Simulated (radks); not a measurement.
Task: Ce2.9+, 55.1 electrons, occupied as [Kr] 4d10 4f2 5s2 5p5.1 (fractional occupations, a model configuration). All-electron calculation, Dirac Kohn-Sham, PBE, spin-unpolarised, spherical densities, point nucleus; open shells are shared between the two j in proportion to 2j + 1. Program: a radial shooting solver on a logarithmic mesh with Libxc functionals. Some entries of the table are withheld. Estimate them.

orbital      occ.  eigenvalue (hartree)  <1/r> (bohr^-1)  <r> (bohr)
1s1/2           2             -1479.334            63.36     0.02457
2s1/2           2             -237.3067            14.94      0.1047
2p1/2           2             -224.0822              (1)     0.08794
2p3/2           4             -207.6674              (2)     0.09414
3s1/2           2             -51.56747            5.390      0.2782
3p1/2           2                   (3)            5.303         (4)
3p3/2           4                   (5)            4.953         (6)
3d3/2           4             -32.96321            4.818      0.2513
3d5/2           6             -32.26995            4.729      0.2551
4s1/2           2             -10.93701            2.228      0.6386
4p1/2           2              -8.86156            2.123      0.6579
4p3/2           4              -8.17370            2.008      0.6855
4d3/2           4              -4.77202            1.785      0.7435
4d5/2           6              -4.65235            1.757      0.7534
5s1/2           2              -2.23372           0.8705       1.523
5p1/2         1.7              -1.67006           0.7733         (7)
5p3/2         3.4              -1.56915           0.7356         (8)
4f5/2    0.857143              -0.88888              (9)       1.133
4f7/2     1.14286              -0.87757             (10)       1.145

Result: 
(1) 2p1/2 <1/r> (bohr^-1): 14.92
(2) 2p3/2 <1/r> (bohr^-1): 13.51
(3) 3p1/2 eigenvalue (hartree): -45.96974
(4) 3p1/2 <r> (bohr): 0.2680
(5) 3p3/2 eigenvalue (hartree): -42.74276
(6) 3p3/2 <r> (bohr): 0.2802
(7) 5p1/2 <r> (bohr): 1.696
(8) 5p3/2 <r> (bohr): 1.770
(9) 4f5/2 <1/r> (bohr^-1): 1.177
(10) 4f7/2 <1/r> (bohr^-1): 1.166
